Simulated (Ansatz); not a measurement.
In(H2S)H3 (InH₅S), relaxed as a singlet with RKS r2SCAN-D4/def2-TZVP in Ansatz, starting from the GFN2-xTB geometry. Force threshold 0.02 eV/Å.

In the def2 sets In takes a core potential; there is no spin–orbit coupling.

Start:

```xyz
7

In   -0.183   -0.964   -0.563
S    -0.248    1.126    1.166
H     1.077    1.087    1.299
H    -0.179    1.987    0.152
H     0.161   -2.185    0.554
H     1.115   -0.261   -1.416
H    -1.743   -0.789   -1.191
```

| step | energy (eV) | largest force component (eV/Å) | SCF passes |
| --- | --- | --- | --- |
| 1 | -16091.3560 | 0.455 | 15 |
| 2 | -16091.4041 | 0.148 | 17 |
| 3 (rejected) | -16091.4005 | 0.320 | 18 |
| 4 | -16091.4155 | 0.022 | 18 |
| 5 | -16091.4157 | 0.015 | 20 |

Force components are those of the run's own axes.

End:

Cartesian coordinates in Å:
```
In -0.161 -1.031 -0.641
S -0.258 1.146 1.193
H 1.071 1.178 1.390
H -0.192 2.090 0.238
H 0.162 -2.205 0.582
H 1.155 -0.388 -1.562
H -1.776 -0.789 -1.201
```

By distances, no bond broke or formed. The bond that changes most is In1–S2, from 2.71 to 2.85 Å (atoms count from 1).

No frequencies were taken in this run, so the end may be a saddle point.

Run time 5.5 s (4 threads of Arm Neoverse V1 on a shared host).
